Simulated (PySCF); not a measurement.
# Zinc: a sound run and one with changed settings

Sound run: Zn [Ar] 3d10 4s2, Zn⁺ [Ar] 3d10 4s1. Computed with PySCF 2.14 in cc-pVDZ-PP with ECP10MDF, with scalar relativity through the core potential. The sound run starts from symmetry-adapted Hartree-Fock orbitals and uses a fine grid where one is needed.

Changed run: radial step 0.3 in ln r (0.13 in the sound run). This setting is unsound on purpose.

```json
{"species": "Zn", "method": "UHF", "sound run (hartree)": "-225.95099", "changed run (hartree)": "-225.95099", "converged": "yes"}
{"species": "Zn", "method": "r2SCAN", "sound run (hartree)": "-226.98233", "changed run (hartree)": "-226.98320", "converged": "yes"}
{"species": "Zn", "method": "BP86", "sound run (hartree)": "-227.22522", "changed run (hartree)": "-227.22512", "converged": "yes"}
{"species": "Zn⁺", "method": "UHF", "sound run (hartree)": "-225.66168", "changed run (hartree)": "-225.66168", "converged": "yes"}
{"species": "Zn⁺", "method": "r2SCAN", "sound run (hartree)": "-226.63550", "changed run (hartree)": "-226.63660", "converged": "yes"}
{"species": "Zn⁺", "method": "BP86", "sound run (hartree)": "-226.86545", "changed run (hartree)": "-226.86534", "converged": "yes"}
```

Ionisation energy of Zn:

```
method  sound run (eV)  changed run (eV)
   UHF           7.873             7.873
r2SCAN           9.438             9.431
  BP86           9.790             9.790
```

A coarse radial grid mis-integrates the density and the exchange-correlation energy, with errors of either sign; Hartree-Fock needs no grid.

For comparison, NIST gives 9.394 eV between the lowest levels.
